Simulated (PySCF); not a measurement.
## A survey of $^{33}$S NMR shifts

No solvent model, one computed conformer, rapidly exchanging positions averaged, non-relativistic. σ from GIAO-PBE0/pcSseg-1; geometry from GFN2-xTB; PySCF.

Shieldings were converted by a linear fit to measured shifts: $^{33}$S (scatter 33.3 ppm rms vs sulfate, solution or neat liquid). A few per cent of atoms miss by over 2 rms, more outside the fitted compound classes.

(1) Give the $^{33}$S shifts of `CN1C[SiH2][Si@@H]([SiH3])S[SiH2]1`, `CS[SiH2]SCSC(F)(F)F`, `C[SiH2]S[Si@@H]1NC[Si@@H]1[SiH3]`, `C=C[Si@@H](S[SiH3])N([SiH3])[SiH3]`.

(2) Order these by $^{33}$S shift, lowest first.
A. C=C[SiH2]N([SiH3])[SiH2]S[SiH3]
B. C=CC(=O)C(Cl)=C=S
C. O=C(Cl)c1cccs1
D. CN(C)[Si@H]1[SiH2][SiH2]S[SiH2]1
E. C[SiH2][C@@H]1[SiH2]N[SiH2][SiH2]S1

## Answers

(1) 
```
                                                      compound                                  environment  δ (ppm)
                             CN1C[SiH2][Si@@H]([SiH3])S[SiH2]1  sulfur bonded to 2 Si, in a 6-membered ring     -606
[CH3:1][S:2][SiH2:3][S:4][CH2:5][S:6][C:7]([F:8])([F:9])[F:10]                           S6: sulfide sulfur     -208
[CH3:1][S:2][SiH2:3][S:4][CH2:5][S:6][C:7]([F:8])([F:9])[F:10]                   S4: sulfur bonded to C, Si     -455
[CH3:1][S:2][SiH2:3][S:4][CH2:5][S:6][C:7]([F:8])([F:9])[F:10]                   S2: sulfur bonded to C, Si     -516
                              C[SiH2]S[Si@@H]1NC[Si@@H]1[SiH3]                        sulfur bonded to 2 Si     -511
                            C=C[Si@@H](S[SiH3])N([SiH3])[SiH3]                        sulfur bonded to 2 Si     -586
```

(2) D (-606 ppm, sulfur bonded to 2 Si, in a 5-membered ring), A (-549 ppm, sulfur bonded to 2 Si), E (-495 ppm, sulfur bonded to C, Si, in a 6-membered ring), C (-73 ppm, aromatic ring sulfur), B (154 ppm, thione sulfur).
